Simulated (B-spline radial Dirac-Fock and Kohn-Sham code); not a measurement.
**Sb³⁺ 2s: cross section and angular parameters**

System: Sb³⁺ in the configuration [Kr] 4d10 5s2; threshold 4705.2 eV (orbital energy of the model). Model: Dirac-Hartree-Slater photoionisation with a Latter tail; cross sections with all multipoles, angular parameters from the dipole term and its interference with E2. Program: a radial finite-basis atomic code.

For linearly polarised light dσ/dΩ = σ/(4π) [1 + β P₂(cos θ) + (δ + γ cos²θ) sin θ cos φ], with θ from the polarisation vector and φ the angle between the beam and the projection of the electron momentum on the plane normal to the polarisation.

```
hν (eV)  σ (kb)      β       γ
 5414.7    21.6  1.990   0.375
   6000    18.1  1.991   0.096
   7320       ?      ?       ?
   8280    9.99  1.992  -0.078
   8330    9.88  1.992  -0.076
 9251.7    8.05  1.992  -0.012
  10000    6.90  1.992   0.058
  12000    4.75  1.992   0.282
  12100    4.67  1.992   0.294
  15000    2.95  1.991   0.638
```

Q: Give the values at 7320 eV.

A: σ = 12.6 kb, β = 1.991, γ = -0.091. For an s subshell δ is negligible.

Values without a named source are computed, but for edge energies of neutral atoms, which are taken from tables.
